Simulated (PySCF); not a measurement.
## Polarisability as a sum over states

Compound: C6H10ClFO.
Atom-mapped SMILES: `[CH3:1][C@H:2]([F:3])[C:4]([CH3:5])([CH3:6])[C:7](=[O:8])[Cl:9]` (hydrogens: H10, H11, H12 on C1; H13 on C2; H14, H15, H16 on C5; H17, H18, H19 on C6)

Cartesian coordinates in Å at the PBE0-D3(BJ)/def2-SVP level; atoms count from 1:
```
atom  x, y, z in Å
C1     2.029    0.199   -0.659
C2     1.065    0.044    0.493
F3     1.335   -1.158    1.123
C4    -0.438    0.041    0.131
C5    -0.750   -1.001   -0.944
C6    -1.251   -0.259    1.400
C7    -0.806    1.446   -0.314
O8    -0.135    2.418   -0.229
Cl9   -2.471    1.575   -0.970
H10    3.058    0.175   -0.274
H11    1.919   -0.620   -1.383
H12    1.876    1.158   -1.171
H13    1.234    0.846    1.231
H14   -0.312   -0.741   -1.919
H15   -0.336   -1.968   -0.623
H16   -1.834   -1.110   -1.079
H17   -1.040    0.475    2.193
H18   -2.327   -0.241    1.183
H19   -0.973   -1.254    1.771
```

Theory: TDDFT CAM-B3LYP/def2-SVPD, vertical, gas phase, core orbitals frozen in the response (PySCF 2.14.0, density-fitted response routines).

Excitation energies and transition dipoles (atomic units, axes of the coordinates) of those of the lowest 10 singlets that add 0.02 au or more to the mean polarisability:

```json
{"state": "S3", "ΔE (hartree)": "0.2563", "μx": "-0.156", "μy": "-0.071", "μz": "-0.037"}
{"state": "S4", "ΔE (hartree)": "0.2732", "μx": "-0.020", "μy": "-0.035", "μz": "-0.110"}
{"state": "S5", "ΔE (hartree)": "0.2866", "μx": "-0.397", "μy": "0.296", "μz": "-0.254"}
{"state": "S6", "ΔE (hartree)": "0.2915", "μx": "-0.172", "μy": "-0.331", "μz": "0.023"}
{"state": "S7", "ΔE (hartree)": "0.2932", "μx": "-0.110", "μy": "0.022", "μz": "0.076"}
{"state": "S8", "ΔE (hartree)": "0.3046", "μx": "0.878", "μy": "-0.230", "μz": "0.339"}
{"state": "S9", "ΔE (hartree)": "0.3148", "μx": "0.462", "μy": "-0.229", "μz": "0.247"}
{"state": "S10", "ΔE (hartree)": "0.3181", "μx": "0.511", "μy": "-0.050", "μz": "0.149"}
```

Task: What does each state add to αxx, αyy and αzz, and how do the sums compare with the full static tensor?

Result: Each state adds 2 μα² / ΔE.

| state | αxx (au) | αyy (au) | αzz (au) |
| --- | --- | --- | --- |
| S3 | 0.19 | 0.04 | 0.01 |
| S4 | 0.00 | 0.01 | 0.09 |
| S5 | 1.10 | 0.61 | 0.45 |
| S6 | 0.20 | 0.75 | 0.00 |
| S7 | 0.08 | 0.00 | 0.04 |
| S8 | 5.06 | 0.35 | 0.76 |
| S9 | 1.36 | 0.33 | 0.39 |
| S10 | 1.64 | 0.02 | 0.14 |
| all 10 states | 9.6 | 2.1 | 1.9 |
| full response | 99.6 | 86.0 | 81.0 |
| share (%) | 10 | 2 | 2 |

The rest comes from the higher roots of the same response equations.

Task: Give the full tensor and its principal values.

Result: In au, rows and columns x, y, z:
```
x   99.6 -2.3  4.5
y   -2.3 86.0 -3.0
z    4.5 -3.0 81.0
```
Principal values 79.1, 86.3 and 101.1 au; mean 88.8 au (13.16 Å³).

Task: By how much does the contribution of these states grow at 589.3 nm?

Result: With ω = 0.0773 hartree each state's term in the mean polarisability goes from f / ΔE² to f / (ΔE² − ω²), f = (2/3) ΔE |μ|²; the sum over all 10 states goes from 4.56 to 4.88 au, a rise of 0.32 au.

On Arm Neoverse N1, one thread, no GPU (shared host), this took 21 min and 1.5 GiB of memory at its peak.

One conformer stands for the species.
